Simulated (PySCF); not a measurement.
Species: C₃H₅BCl₂F₂.
SMILES: `FB(F)CCC(Cl)Cl`

Torsions of this conformer, `[F:1][B:2]([F:3])[CH2:4][CH2:5][CH:6]([Cl:7])[Cl:8]`: F1–B2–C4–C5 174°, B2–C4–C5–C6 179°, C4–C5–C6–Cl7 -62°.

The closed-shell ground state was solved at several levels (PySCF, density fitting, gas phase, non-relativistic). The structure is a single PBE0-D3(BJ)/def2-SVP conformer in the gas phase; no vibrational or solvent corrections.

```csv
level,basis functions,HOMO (eV),LUMO (eV),gap (eV),dipole (D)
PBE0/pcSseg-1,175,-8.88,-0.08,8.80,1.34
KT2/pcSseg-1,175,-7.55,-1.32,6.23,1.26
```

Problem. What might wB97X-D/def2-SVPD (220 basis functions) give for the same quantities?

Solution. HOMO -10.79 eV, LUMO 1.44 eV, gap 12.23 eV, dipole 1.34 D.

Problem. Over all these levels, which gives the widest orbital gap and which the narrowest?

Solution. wB97X-D/def2-SVPD (range-separated hybrid) has the widest, 12.23 eV, and KT2/pcSseg-1 (GGA) the narrowest, 6.23 eV. Functional and basis both differ between the two, so the spread mixes both effects.

Problem. How far do the dipole and the HOMO energy spread over the levels?

Solution. The dipole runs from 1.26 to 1.34 D (mean 1.31 D) and the HOMO from -10.79 to -7.55 eV.
